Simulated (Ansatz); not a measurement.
Ansatz (a program for electronic structure) input:
A basis named .json is the Basis Set Exchange file of that set.

Ansatz 0.2 input:
```yaml
crystal:
  periodic: [false, false, false]
  atoms:
    - {symbol: Si, position_ang: [1.22940788, 0.00116688, -0.03142096]}
    - {symbol: Si, position_ang: [-1.22940788, -0.00116688, 0.03142096]}
    - {symbol: O, position_ang: [-0.00184538, 1.17239646, -0.02866502]}
    - {symbol: O, position_ang: [0.00184538, -1.17239646, 0.02866502]}
basis:
  gaussian:
    orbitals: aug-cc-pV_D+d_Z.json
magnetization: {spin_polarized: false}
correlation: {method: ccsd_t, electrons: outside_noble_gas}
```

Question: What final total energy does it print?

Answer: -728.31410 Eh (CCSD(T)/aug-cc-pV(D+d)Z). The basis has 110 functions.
